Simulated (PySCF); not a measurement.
A structure optimised at PBE-D3(BJ)/def2-SVP, used in a PySCF frequency run:

```xyz
11

C      0.0000    -0.7422    -1.3003
C      0.0000    -1.3638    -0.0881
Si     0.0000     0.0000     1.2110
C      0.0000     1.3638    -0.0881
C      0.0000     0.7422    -1.3003
H      0.0000    -1.2855    -2.2616
H      0.0000    -2.4579     0.0181
H     -1.2189     0.0000     2.0965
H      1.2189     0.0000     2.0965
H      0.0000     2.4579     0.0181
H      0.0000     1.2855    -2.2616
```

Q: Write its SMILES, formula and point group.

A: C1=C[SiH2]C=C1, C4H6Si, C2v

Q: What are its rotational constants (standard atomic weights)?

A: 6.6132, 4.8522, 2.8948 GHz
